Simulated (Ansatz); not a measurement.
Born–Oppenheimer molecular dynamics of C2H6BFSSi (12 atoms, charge 0, multiplicity 1). It starts from a relaxed structure.

Theory: UKS LDA/STO-3G in Ansatz 0.2.0.

| Property | Result |
| --- | --- |
| ensemble | NVT, Nosé–Hoover chain |
| time step | 1 fs |
| steps asked | 266 |
| set temperature | 1000 K |
| thermostat | time constant 100 fs, chain length 3 (defaults) |
| temperature schedule | 66 steps to 1000 K, then 200 steps to 2000 K |
| seed | 851424 |

Frames 5 fs apart, positions in Å, forces in eV/Å.

Velocities at 160.0 fs (Å/ps):

```
F 8.73 -5.50 -6.93
C 5.43 -13.21 -9.69
Si -11.37 5.19 -3.25
S 10.18 -0.96 6.62
B -6.05 1.57 6.06
C -8.61 12.22 2.30
H 4.30 -2.44 6.99
H -28.96 0.27 -16.52
H 3.99 32.51 -18.74
H -28.54 -12.84 22.80
H -25.96 7.03 13.58
H 6.50 -40.13 25.79
```

```xyz
12
Properties=species:S:1:pos:R:3:forces:R:3 time_fs=160.0 energy_less_start_eV=0.642 T=1079
F -1.384 -0.334 -1.781 1.03 0.14 0.71
C -0.713 -0.018 -0.572 -0.59 -2.03 -1.09
Si -0.766 -1.378 0.818 1.74 1.85 0.93
S -0.620 -0.054 2.538 -0.56 -0.40 -0.52
B -0.568 1.438 -0.297 1.12 0.45 1.43
C 0.798 0.758 -0.483 -1.68 -0.19 0.84
H 0.505 -2.104 0.914 -0.35 -0.01 -0.38
H -1.847 -2.315 0.954 -0.55 -0.11 -0.36
H -1.982 0.044 2.653 0.21 0.09 0.03
H -0.944 2.483 -0.611 -0.52 0.37 -0.08
H 1.480 0.347 0.319 -0.74 0.23 -1.26
H 1.217 1.237 -1.373 0.89 -0.39 -0.26
12
Properties=species:S:1:pos:R:3:forces:R:3 time_fs=165.0 energy_less_start_eV=0.465 T=1245
F -1.335 -0.361 -1.814 0.49 -0.10 -0.42
C -0.690 -0.093 -0.624 -0.04 1.41 1.30
Si -0.816 -1.347 0.806 1.02 0.34 0.98
S -0.572 -0.060 2.568 -0.94 -0.48 -1.19
B -0.592 1.444 -0.253 -1.29 0.03 0.15
C 0.735 0.812 -0.462 0.20 -0.58 -3.16
H 0.442 -2.103 0.903 -0.49 -0.14 -0.27
H -1.993 -2.276 0.833 0.67 0.77 -0.12
H -1.915 0.219 2.569 0.24 0.14 0.19
H -1.143 2.471 -0.505 0.25 -0.53 0.22
H 1.315 0.377 0.315 0.74 -0.80 1.09
H 1.388 1.057 -1.371 -0.86 -0.05 1.23
12
Properties=species:S:1:pos:R:3:forces:R:3 time_fs=170.0 energy_less_start_eV=0.672 T=1109
F -1.278 -0.390 -1.851 0.11 -0.14 -0.71
C -0.667 -0.143 -0.654 0.17 3.08 2.07
Si -0.856 -1.311 0.803 1.31 1.24 0.62
S -0.530 -0.071 2.590 -0.76 -0.57 -1.35
B -0.640 1.446 -0.204 -1.31 -1.45 -0.50
C 0.676 0.842 -0.476 1.25 -3.27 1.03
H 0.294 -2.153 0.832 0.41 -0.72 0.08
H -2.042 -2.097 0.683 -0.68 -0.25 0.19
H -1.799 0.430 2.524 0.01 0.09 0.15
H -1.310 2.387 -0.363 0.09 0.29 0.10
H 1.199 0.320 0.395 -0.79 0.75 -0.84
H 1.450 0.920 -1.232 0.19 0.95 -0.83
12
Properties=species:S:1:pos:R:3:forces:R:3 time_fs=175.0 energy_less_start_eV=0.663 T=1140
F -1.219 -0.420 -1.896 0.49 0.14 0.74
C -0.644 -0.136 -0.648 -0.92 2.19 -0.23
Si -0.887 -1.267 0.804 0.91 -1.28 0.24
S -0.494 -0.085 2.602 -0.88 -0.24 -1.11
B -0.716 1.420 -0.166 -0.23 -1.04 -1.12
C 0.636 0.819 -0.486 0.64 -0.40 -1.33
H 0.183 -2.321 0.777 -0.81 0.65 0.28
H -2.189 -1.929 0.578 0.33 0.32 0.53
H -1.661 0.652 2.513 0.38 -0.33 -0.02
H -1.450 2.344 -0.188 0.38 -0.08 0.11
H 0.993 0.357 0.408 1.18 -0.24 1.27
H 1.510 0.973 -1.202 -1.45 0.30 0.63
12
Properties=species:S:1:pos:R:3:forces:R:3 time_fs=180.0 energy_less_start_eV=0.610 T=1203
F -1.153 -0.449 -1.932 0.56 0.30 1.49
C -0.638 -0.088 -0.645 -1.83 -0.75 -1.92
Si -0.911 -1.230 0.808 -0.99 -0.15 0.14
S -0.463 -0.102 2.607 0.07 -0.63 -0.64
B -0.796 1.371 -0.151 0.72 0.28 -0.89
C 0.603 0.780 -0.496 -0.26 0.36 3.79
H -0.065 -2.390 0.782 0.42 -0.29 0.21
H -2.291 -1.704 0.591 0.33 0.20 0.53
H -1.458 0.821 2.494 -0.23 -0.02 -0.27
H -1.516 2.296 0.006 0.36 -0.28 -0.02
H 0.974 0.424 0.536 0.44 0.76 -1.58
H 1.381 1.111 -1.160 0.42 0.22 -0.82
12
Properties=species:S:1:pos:R:3:forces:R:3 time_fs=185.0 energy_less_start_eV=0.556 T=1272
F -1.079 -0.475 -1.952 0.22 -0.21 0.53
C -0.667 -0.053 -0.677 -1.10 -2.43 -1.56
Si -0.941 -1.195 0.813 -0.28 0.11 0.45
S -0.432 -0.123 2.606 -0.13 0.01 -0.30
B -0.862 1.325 -0.154 1.06 0.96 0.33
C 0.571 0.753 -0.455 0.85 3.63 -0.96
H -0.259 -2.488 0.834 0.14 0.33 -0.05
H -2.349 -1.438 0.723 -0.61 -0.28 0.20
H -1.278 0.958 2.418 0.19 -0.53 -0.21
H -1.518 2.211 0.209 -0.19 0.25 -0.11
H 1.111 0.600 0.453 1.06 -0.90 0.95
H 1.226 1.288 -1.225 -1.21 -0.93 0.74
12
Properties=species:S:1:pos:R:3:forces:R:3 time_fs=190.0 energy_less_start_eV=0.580 T=1278
F -1.003 -0.505 -1.966 -0.37 -1.14 -1.79
C -0.715 -0.060 -0.737 1.22 -0.54 1.47
Si -0.977 -1.160 0.823 -2.16 -0.26 0.57
S -0.402 -0.144 2.603 0.42 -0.25 0.04
B -0.907 1.300 -0.149 0.72 1.15 1.55
C 0.551 0.784 -0.405 0.11 0.91 1.36
H -0.408 -2.524 0.875 -0.05 0.62 -0.25
H -2.478 -1.228 0.905 1.06 -0.38 -0.13
H -1.071 1.000 2.289 -0.11 0.07 -0.10
H -1.546 2.156 0.368 0.09 -0.28 -0.56
H 1.368 0.623 0.394 -1.54 -0.36 -1.33
H 0.937 1.337 -1.247 0.61 0.46 -0.83
12
Properties=species:S:1:pos:R:3:forces:R:3 time_fs=195.0 energy_less_start_eV=0.793 T=1138
F -0.929 -0.548 -2.001 -0.34 -0.92 -1.76
C -0.743 -0.078 -0.769 1.79 1.20 3.09
Si -1.029 -1.124 0.836 -0.86 0.67 0.03
S -0.368 -0.167 2.600 0.43 0.48 -0.02
B -0.932 1.295 -0.115 1.08 -0.62 0.76
C 0.527 0.843 -0.349 -2.69 0.84 -4.05
H -0.554 -2.461 0.863 0.40 -0.83 -0.21
H -2.439 -1.106 1.062 -0.81 -0.47 -0.29
H -0.871 1.032 2.143 0.14 -0.21 0.36
H -1.585 2.079 0.428 -0.50 0.53 -0.08
H 1.422 0.537 0.154 0.70 -0.24 0.87
H 0.708 1.410 -1.337 0.67 -0.43 1.31
12
Properties=species:S:1:pos:R:3:forces:R:3 time_fs=200.0 energy_less_start_eV=0.827 T=1131
F -0.860 -0.602 -2.055 -0.21 0.57 1.72
C -0.736 -0.077 -0.750 0.97 0.57 -0.29
Si -1.090 -1.086 0.851 -0.71 -1.58 -0.08
S -0.331 -0.188 2.598 0.55 0.29 0.18
B -0.943 1.284 -0.060 -1.82 0.54 0.99
C 0.470 0.907 -0.351 1.50 -2.56 -1.26
H -0.635 -2.506 0.801 -0.17 0.81 -0.06
H -2.523 -1.091 1.147 0.02 -0.23 -0.59
H -0.647 1.034 2.070 0.07 0.16 0.36
H -1.695 2.076 0.438 0.49 -0.39 -0.50
H 1.448 0.458 0.023 -1.45 1.06 0.37
H 0.657 1.460 -1.268 0.74 0.76 -0.82
12
Properties=species:S:1:pos:R:3:forces:R:3 time_fs=205.0 energy_less_start_eV=0.799 T=1173
F -0.792 -0.649 -2.090 -0.44 1.39 3.55
C -0.710 -0.063 -0.732 0.08 0.17 -2.41
Si -1.158 -1.058 0.864 -0.80 -0.38 -0.34
S -0.290 -0.206 2.596 0.26 0.19 0.18
B -0.983 1.277 0.012 -0.52 -0.98 -1.12
C 0.426 0.937 -0.392 0.69 0.04 -2.18
H -0.732 -2.427 0.725 0.25 -0.38 0.08
H -2.622 -1.127 1.101 0.59 0.13 -0.46
H -0.399 1.061 2.078 0.05 -0.05 0.18
H -1.752 2.043 0.367 -0.57 0.67 0.44
H 1.315 0.534 0.044 0.97 -0.02 1.29
H 0.746 1.611 -1.260 -0.55 -0.78 0.80
12
Properties=species:S:1:pos:R:3:forces:R:3 time_fs=210.0 energy_less_start_eV=0.947 T=1084
F -0.730 -0.681 -2.081 -0.67 1.28 3.26
C -0.683 -0.046 -0.759 -0.74 0.09 -2.07
Si -1.230 -1.034 0.875 1.84 0.18 -0.95
S -0.246 -0.223 2.595 -0.10 0.04 0.10
B -1.041 1.255 0.063 -0.58 -0.28 -2.33
C 0.402 0.958 -0.458 1.75 -1.02 3.96
H -0.782 -2.402 0.665 0.15 -0.10 0.24
H -2.642 -1.140 0.954 -0.98 0.22 0.10
H -0.145 1.072 2.128 -0.16 -0.40 -0.07
H -1.865 2.082 0.361 0.66 -0.90 0.12
H 1.264 0.659 0.259 -1.22 0.49 -1.28
H 0.757 1.666 -1.187 0.07 0.41 -1.06
12
Properties=species:S:1:pos:R:3:forces:R:3 time_fs=215.0 energy_less_start_eV=1.116 T=977
F -0.675 -0.698 -2.034 -0.68 0.16 0.95
C -0.669 -0.024 -0.824 -0.96 1.20 0.78
Si -1.292 -1.008 0.878 0.81 0.26 -0.85
S -0.202 -0.241 2.596 -0.59 -0.90 0.24
B -1.107 1.220 0.060 1.65 -2.13 -3.82
C 0.403 0.969 -0.471 -1.55 2.10 0.78
H -0.801 -2.397 0.660 -0.24 0.61 0.23
H -2.792 -1.099 0.823 1.03 0.23 0.40
H 0.079 1.012 2.155 -0.23 0.16 -0.42
H -1.893 1.982 0.404 -0.64 0.15 0.48
H 1.088 0.852 0.334 1.85 -0.86 0.54
H 0.737 1.724 -1.246 -0.44 -0.98 0.69
```

Of the whole run (266 fs, mean temperature of the second half 1137 K): The conserved energy stayed within 1.6 meV per atom of its start (net change 0.89 meV per atom), so the integration is sound. The schedule's set-point averaged 1668 K over the second half and the system 1137 K, so it lags behind the ramp. A run of 0.27 ps of so small a system gives no equilibrium averages. The orbitals stay closed-shell, which can raise the energy where a bond breaks towards radicals; this wasn't checked here. Limits of this set-up: minimal basis.

Time of the run: 10 min on 2 threads of Arm Neoverse N1, with other jobs on the host, peak memory 0.11 GiB.
